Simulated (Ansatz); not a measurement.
Two isomers of C2H2BCl: A = `ClB1C=C1`, B = `ClC1=CB1`.

Calculated with Ansatz (gas phase, PBE0-D4/def2-TZVP geometries, no zero-point term in ΔE). CCSD(T)/CBS adds triple-zeta CCSD(T) − MP2 to the extrapolated MP2 energy (def2 sets, frozen cores). DFT in def2-TZVPP. B3LYP here is the variant with VWN-RPA as its local correlation; programs differ in this.

A:

Z-matrix (Å, degrees):
```
B
C 1 1.463
C 1 1.463 2 55.0
Cl 1 1.727 2 152.5 3 180.0
H 2 1.082 1 159.4 3 180.0
H 3 1.082 1 159.4 2 -180.0
```

B:

Z-matrix (Å, degrees):
```
C
C 1 1.340
B 1 1.465 2 63.4
Cl 1 1.688 2 139.5 3 180.0
H 2 1.081 1 140.6 3 -180.0
H 3 1.181 1 154.0 2 -180.0
```

(1) Which is lower in electronic energy at CCSD(T)/CBS, and by how much? (An estimate is asked.)

(2) Give E(B) − E(A) in kcal/mol with LDA (SPW92), CCSD(T)/def2-TZVPP, MP2/def2-TZVPP, B3LYP, B3LYP-D4, BLYP-D4, PBE-D4. (Estimate.)

(3) Does the order hold for the free energy at 298.15 K (harmonic terms from PBE0-D4)? (Estimate.)

Largest T1 diagnostic: 0.011.

## Answers

(1) Computed: A, by 29.2 kcal/mol.

(2) Computed: LDA (SPW92) 26.6, CCSD(T)/def2-TZVPP 29.4, MP2/def2-TZVPP 29.5, B3LYP 28.0, B3LYP-D4 27.9, BLYP-D4 26.5, PBE-D4 26.6. None reverses the order clearly.

(3) Computed: Yes: G(B) − G(A) = +27.8 kcal/mol.

In def2-TZVPP, CCSD(T) changes the Hartree–Fock value by −1.6 kcal/mol (the triples alone add −0.5 kcal/mol) and MP2 by −1.5 kcal/mol. From PBE to PBE0 (25 % exact exchange), in def2-TZVPP and without D4, E(B) − E(A) moves by +1.5 kcal/mol.
